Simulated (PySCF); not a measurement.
**Electric properties by functional and basis**

SF6.
Bonds: F1–S2, S2–F3, S2–F4, S2–F5, S2–F6, S2–F7.

PySCF, dipoles from the SCF density, polarisabilities from static response with core orbitals frozen. Geometry: PBE0-D3(BJ)/def2-SVP; no solvent, vibrations or thermal averaging.

Problem. Compare the levels for these properties.

Solution. 

| level | α (au) | error (%) | anisotropy (au) |
| --- | --- | --- | --- |
| LDA/def2-SVPD | 32.23 | +6.4 | 0.02 |
| PBE/def2-SVPD | 32.33 | +6.7 | 0.02 |
| B3LYP/def2-SVPD | 30.83 | +1.8 | 0.02 |
| PBE0/def2-SVPD | 30.45 | +0.5 | 0.02 |
| BHandHLYP/def2-SVPD | 29.08 | -4.0 | 0.02 |
| CAM-B3LYP/def2-SVPD | 30.57 | +0.9 | 0.02 |
| wB97X-D/def2-SVPD | 30.44 | +0.5 | 0.02 |
| LC-wPBE/def2-SVPD | 30.53 | +0.8 | 0.02 |
| HF/def2-SVPD | 27.06 | -10.7 | 0.02 |
| PBE0/6-31G* | 23.06 | -23.9 | 0.02 |
| PBE0/def2-SVP | 20.80 | -31.3 | 0.03 |
| PBE0/6-31+G* | 27.99 | -7.6 | 0.02 |
| PBE0/aug-cc-pVDZ | 30.24 | -0.2 | 0.02 |
| PBE0/def2-TZVP | 26.30 | -13.2 | 0.03 |
| PBE0/def2-TZVPD | 30.89 | +1.9 | 0.02 |

Reference polarisability: 4.490 Å³ (measured, gas; NIST CCCBDB Release 22 (SRD 101), experimental polarizabilities). The anisotropy is √(½[(α1 − α2)² + (α2 − α3)² + (α3 − α1)²]). For the polarisability, the smallest error is 0.2% (PBE0/aug-cc-pVDZ) and the largest 31.3% (PBE0/def2-SVP). The dipole stays under 0.05 D at every level. In one basis (def2-SVPD) the functionals order the polarisability from HF (lowest) to PBE (highest), a spread of 19%. With PBE0 the polarisability is 23.39 au without diffuse functions (mean of 6-31G*, def2-SVP and def2-TZVP) and 29.89 au with them (mean of 6-31+G*, def2-SVPD, aug-cc-pVDZ and def2-TZVPD). Measured values can belong to vibrating molecules; the computed ones are for one fixed geometry.
